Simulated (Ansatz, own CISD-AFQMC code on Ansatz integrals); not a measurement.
H6B2Si, SMILES `B[SiH2]B` (charge 0, multiplicity 1).

Cartesian coordinates (Å):
SMILES: [SiH2](B)B
```xyz
9

B     -1.5942    -0.1685    -0.1297
Si     0.1210     0.7612     0.3467
B      1.4701    -0.6115    -0.2271
H     -2.1292    -0.9024     0.6470
H     -2.0733    -0.0524    -1.2184
H      0.2072     1.0352     1.8095
H      0.2817     2.0381    -0.4052
H      1.8941    -0.6258    -1.3443
H      1.8226    -1.4739     0.5214
```
Charge 0, spin multiplicity 1.

Frozen-core correlation energies in cc-pVDZ at a geometry from PBE0-D3(BJ)/def2-TZVP, on an HF energy of -341.71806 Ha (<S^2> = 0.00). Wave-function levels are from Ansatz, the walk from an own CISD-AFQMC code on Ansatz integrals (time step 0.005/Ha, trial state from CCSD amplitudes, largest double 0.05).

| level | correlation energy (mHa) |
|---|---|
| MP2 | -266.1 |
| CCSD | -326.2 |
| CCSD(T) | -334.5 |

Q: What correlation energy does phaseless AFQMC give, and where does it lie among these levels?

A: -336.1 ± 0.3 mHa (one standard error). AFQMC minus each level: MP2 -70.0 mHa, CCSD -9.9 mHa, CCSD(T) -1.7 mHa.
